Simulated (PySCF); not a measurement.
C8H12P (charge -1).
Numbering: `[CH3:1][c:2]1[p-:3][cH:4][cH:5][c:6]1[CH:7]([CH3:8])[CH3:9]`

Structure used (GFN2-xTB), in Å, numbered top down from 1:
```
atom  x, y, z in Å
C1     1.7854   -1.6519   -0.8569
C2     1.4847   -0.1855   -0.7304
P3     2.5885    1.0595   -1.2962
C4     1.4640    2.2809   -0.7632
C5     0.3302    1.7493   -0.1957
C6     0.3315    0.3451   -0.1711
C7    -0.7948   -0.4762    0.4013
C8    -0.9842   -0.1823    1.8929
C9    -2.1009   -0.2185   -0.3566
H10    1.0305   -2.1661   -1.4615
H11    2.7535   -1.7891   -1.3370
H12    1.8201   -2.1411    0.1225
H13    1.6601    3.3394   -0.8787
H14   -0.4792    2.3603    0.1906
H15   -0.5476   -1.5393    0.2947
H16   -0.0595   -0.3806    2.4314
H17   -1.2436    0.8641    2.0399
H18   -1.7780   -0.7997    2.3205
H19   -2.9141   -0.8352    0.0340
H20   -2.3867    0.8274   -0.2674
H21   -1.9689   -0.4435   -1.4134
```

NICS = −σ at a ghost point: NICS(0) at the centroid of the ring atoms, NICS(1) 1 Å to either side along the normal of their mean plane, zz for the tensor component along that normal. Level: GIAO PBE0/pcSseg-1 (PySCF, non-relativistic, gas phase) on the GFN2-xTB geometry, one conformer.

Ring bond lengths (Å), with Mayer bond orders in brackets: C2–P3 1.757 (1.25), P3–C4 1.744 (1.27), C4–C5 1.375 (1.50), C5–C6 1.404 (1.33), C6–C2 1.387 (1.51).

**Question.** What do the NICS probes read (ppm)?

**Answer.** 
| ring | type | NICS(0) | NICS(1), two faces | NICS(1)zz, two faces | rms pucker (Å) | centre to ring atoms, mean (Å) |
| --- | --- | --- | --- | --- | --- | --- |
| C2–P3–C4–C5–C6 | 5-membered ring with P; formal bonds all aromatic | -12.1 | -10.7 / -10.7 | -27.4 / -27.4 | 0.00 | 1.30 |

**Question.** What can be read from them?

**Answer.** 
- C2–P3–C4–C5–C6: mean NICS(1)zz -27.4 ppm, shielded.

**Question.** How equal are the bonds by HOMA? HOMA = 1 − mean of α(R − Ropt)² over the ring bonds, with Krygowski's 1993 parameters (CC: Ropt 1.388 Å, α 257.7 Å⁻²; CP: Ropt 1.698 Å, α 118.91 Å⁻²).

**Answer.** 
- C2–P3–C4–C5–C6: HOMA 0.84; the largest term is that of C2–P3, α(R − Ropt)² = 0.42.

**Question.** What is the mean of the two in-plane components of NICS at the first NICS(1) probe listed for ring C2–P3–C4–C5–C6, 1 Å off the ring?

**Answer.** The isotropic value is a third of the trace: (3 × -10.7 − (-27.4))/2 = -2.3 ppm.

**Question.** List the ring angles and the Hirshfeld charges of the ring atoms.

**Answer.** 
- C2–P3–C4–C5–C6: C2 112.4° (-0.120 e), P3 89.6° (-0.235 e), C4 112.8° (-0.206 e), C5 113.1° (-0.141 e), C6 112.1° (-0.067 e); sum 540.0° against 540° for a flat convex ring.

**Question.** How shielded are the nuclei of the rings and their hydrogens (means over atoms taken as equivalent)?

**Answer.** 
```
atoms                  environment  σ isotropic (ppm)
   C2  substituted aromatic carbon               49.7
   P3     phosphorus bonded to 2 C              237.7
   C4           aromatic CH carbon               57.0
   C5           aromatic CH carbon               75.5
   C6  substituted aromatic carbon               52.9
  H13            aromatic hydrogen              25.09
  H14            aromatic hydrogen              25.20
```
